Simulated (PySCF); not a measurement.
A structure optimised at PBE-D3(BJ)/def2-SVP, used in a PySCF frequency run:

```xyz
11

C      0.0000     0.7422    -1.3002
C      0.0000     1.3638    -0.0880
Si     0.0000     0.0000     1.2109
C      0.0000    -1.3638    -0.0880
C      0.0000    -0.7422    -1.3002
H      0.0000     1.2855    -2.2616
H      0.0000     2.4580     0.0183
H     -1.2189     0.0000     2.0965
H      1.2189     0.0000     2.0965
H      0.0000    -2.4580     0.0183
H      0.0000    -1.2855    -2.2616
```

Q: Write its SMILES, formula and point group.

A: C1=C[SiH2]C=C1, C₄H₆Si, C2v

Q: What are its rotational constants (standard atomic weights)?

A: 6.6130, 4.8525, 2.8948 GHz
